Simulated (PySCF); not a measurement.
Sr⁺: ionisation energy

Sr⁺ [Kr] 5s1 (2S) → Sr²⁺ [Kr] (1S), as a difference of total energies. All numbers are calculated (PySCF 2.14, a scalar-relativistic core potential, in def2-QZVPPD with the def2 core potential (28 electrons) (7s5p4d3f, 63 functions)). Correlated levels: valence and next inner shell: nothing frozen outside the core potential. The calculations carry no spin-orbit coupling.

| method | ionisation energy (eV) |
| --- | --- |
| UHF | 10.443 |
| LDA | 11.345 |
| PBE | 11.182 |
| PBE0 | 11.055 |
| CAM-B3LYP | 11.191 |
| TPSSh | 10.861 |
| MP2 (valence and next inner shell) | 10.962 |
| SCS-MP2 (valence and next inner shell) | 10.866 |

Estimate what r2SCAN gives.

10.871 eV, closest to SCS-MP2 (valence and next inner shell) among the rows shown.

Estimate what PW91 gives.

11.221 eV, closest to CAM-B3LYP among the rows shown.

Errors of the correlated levels include the incompleteness of this basis.

For comparison: 11.030 eV (measured; NIST Atomic Spectra Database, ionization energies).
